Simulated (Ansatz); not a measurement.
Job for Ansatz (an electronic-structure program): R-CCSD(T)/cc-pV(T+d)Z on H2OSSi (SMILES O[Si]S), a point of a torsion scan. Files ending in .json are basis or fitting sets from the Basis Set Exchange.

Ansatz 0.2 input:
```yaml
crystal:
  periodic: [false, false, false]
  atoms:
    - {symbol: O, position_ang: [-1.27742267, 0.35164407, -0.44518011]}
    - {symbol: Si, position_ang: [-0.17788530, -0.66153426, -1.05008405]}
    - {symbol: S, position_ang: [-1.29185819, -2.54900594, -1.24508429]}
    - {symbol: H, position_ang: [-2.03406541, 0.19165178, 0.12106111]}
    - {symbol: H, position_ang: [-2.49255718, -2.11892344, -0.86703285]}
basis:
  gaussian:
    orbitals: cc-pV_T+d_Z.json
magnetization: {spin_polarized: false}
correlation: {method: ccsd_t, electrons: outside_noble_gas}
scf: {lower_state_search: off}
```

The head of its log:

```
WARN ansatz: RAYON_NUM_THREADS=1 ignored (pool sized by the plan → 1); use --threads N
Functional definition: HF
these checks for a lower state are left out or cut short: stability, starts, cluster_reference, orbital_swaps, neighbouring_geometries, increment
integrals: 0.26 GiB planned
811 factors; integrals over basis functions are off by at most 1.0e-3 eV
mean field: 0.33 GiB planned
mean field evaluation 1: about -20748.6174 eV, gradient 3.6e1 eV
mean field evaluation 2: about -20748.7672 eV, gradient 3.6e1 eV
mean field evaluation 4: about -20751.3834 eV, gradient 2.9e0 eV
mean field evaluation 8: about -20751.4390 eV, gradient 2.9e-1 eV
mean field evaluation 16: about -20751.4398 eV, gradient 2.1e-6 eV
mean field -20751.43983624 eV, -762.6013481506 hartree, gradient 2.1e-6 eV, S^2 0.000000; 0 other end points of the search recorded, 0 dependent functions left out
11 core orbitals not correlated
reference -20751.43983624 eV, -762.6013481506 hartree; 9, 9 occupied and 116, 116 virtual orbitals, 811 factors
```

**Question.** Predict the final total energy.

**Answer.** -763.1727 hartree (reference determinant -762.6013, T1 diagnostic 0.015).
